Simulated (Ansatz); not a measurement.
`FC([SiH3])Cl` + `O[SiH2][SiH3]` → `[SiH3]O[SiH2][SiH3]` + `FCCl` at 600 K and 1 bar (ligand exchange at the Si–C bond).

Program: Ansatz. Geometries: PBE0-D4/def2-TZVP. ΔE: electronic, gas phase. CBS: MP2 limit from def2 TZ/QZ plus the TZ coupled-cluster correction, frozen cores. This one scheme is used for every species. One conformer a species, not always the lowest.

| species | CCSD(T)/CBS energy (Eh) | H − E (kJ/mol) | S (J/(mol·K)) |
| --- | --- | --- | --- |
| `FC([SiH3])Cl` | -889.08323 | 169.0 | 391.6 |
| `O[SiH2][SiH3]` | -656.96789 | 201.2 | 404.3 |
| `[SiH3]O[SiH2][SiH3]` | -947.28799 | 261.9 | 505.0 |
| `FCCl` | -598.81139 | 110.6 | 304.1 |

H − E and S are ideal-gas, rigid-rotor, harmonic terms from PBE0-D4/def2-TZVP, for one conformer and one mirror image of each species. 1 Eh = 2625.50 kJ/mol, R = 8.31446 J/(mol·K).

By hand: ΔE, ΔH, ΔS and ΔG.

ΔE = (-947.28799) + (-598.81139) − (-889.08323) − (-656.96789) = -0.04826 Eh = -126.7 kJ/mol. Δ(H − E) = 261.9 + 110.6 − 169.0 − 201.2 = 2.3, so ΔH = -124.4 kJ/mol. ΔS = 505.0 + 304.1 − 391.6 − 404.3 = 13.2 J/(mol·K). ΔG = -124.4 − 600 × (13.2)/1000 = -132.3 kJ/mol.

By hand: the equilibrium constant, and the temperature at which ΔG would vanish if ΔH and ΔS stayed fixed.

log₁₀ K = −ΔG/(RT ln 10) = 11.5. ΔH and −TΔS have one sign here, so there is no such temperature.

The number of gas molecules stays the same, so ΔS is small and ΔH decides. A doubt of 5 kJ/mol in ΔE shifts log₁₀ K by 0.4 here. Other conformers and mirror images would add mixing entropy, several J/(mol·K) or more a flexible species. Modes under 60 cm⁻¹, often nearly free rotors, make the harmonic entropy too high. These are equilibria of isolated gas molecules and say nothing of rates. Largest T1 diagnostic: 0.012 (customary marks: 0.02 for closed shells, 0.045 for open ones).
